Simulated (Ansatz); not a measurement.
Basis-set series for `C[SiH2]C1C=N1`. Total charge 0; spin multiplicity 1. All single points use the PBE0-D4/def2-TZVP geometry. It is one conformer, not always the lowest.

```csv
functional,basis,functions,energy (Eh),HOMO (eV),LUMO (eV)
PBE0-D4,def2-SVP,109,-462.15524,-7.79,-0.48
PBE0-D4,def2-QZVPP,508,-462.46903,-7.87,-0.75
ωB97M-V,def2-SVP,109,-462.36904,-10.03,1.90
ωB97M-V,def2-QZVPP,508,-462.69192,-10.12,1.33
```

Q: Give the rows for def2-TZVPP. (Best estimate.)

A: The calculation gave: 
```csv
functional,basis,functions,energy (Eh),HOMO (eV),LUMO (eV)
PBE0-D4,def2-TZVPP,264,-462.44950,-7.85,-0.68
ωB97M-V,def2-TZVPP,264,-462.67367,-10.10,1.52
```

Positive LUMOs are unbound and depend on the basis.

All numbers were calculated with Ansatz.
